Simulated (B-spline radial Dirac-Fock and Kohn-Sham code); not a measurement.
**Relativistic shifts of the levels of Nd**

System: the free neodymium atom, [Xe] 4f4 6s2.

Both columns are ΔSCF binding energies of the configuration average from a radial atomic solver: non-relativistic Hartree-Fock with a point nucleus, and Dirac-Fock with a finite nucleus and the Coulomb interaction alone, averaged over the two j levels with weights 2j+1.

```
shell  Hartree-Fock (eV)  Dirac-Fock (eV)  shift (eV)  shift (%)
   1s            41488.6          43746.4    +2257.84      +5.44
   2s             6583.5           7156.2     +572.73      +8.70
   2p             6222.0           6399.6     +177.55      +2.85
   3s             1456.6           1587.2     +130.57      +8.96
   3p             1298.0           1342.0      +44.06      +3.39
   3d             1005.4            992.4      -13.03      -1.30
   4s              302.0            331.3      +29.26      +9.69
   4p              240.0            248.5       +8.50      +3.54
   4d              129.8            126.1       -3.67      -2.83
   4f               8.56             4.63       -3.93     -45.88
   5s              44.37            48.36       +3.99      +9.00
   5p              25.66            26.01       +0.35      +1.37
   6s               4.36             4.57       +0.21      +4.83
```

Relativity binds 1s, 2s, 2p, 3s, 3p, 4s, 4p, 5s, 5p, 6s more strongly, among those listed most of all 4s in relative terms, and 3d, 4d, 4f more weakly, because the contracted s and p shells screen the nucleus better.

Values without a named source are computed, but for edge energies of neutral atoms, which are taken from tables.
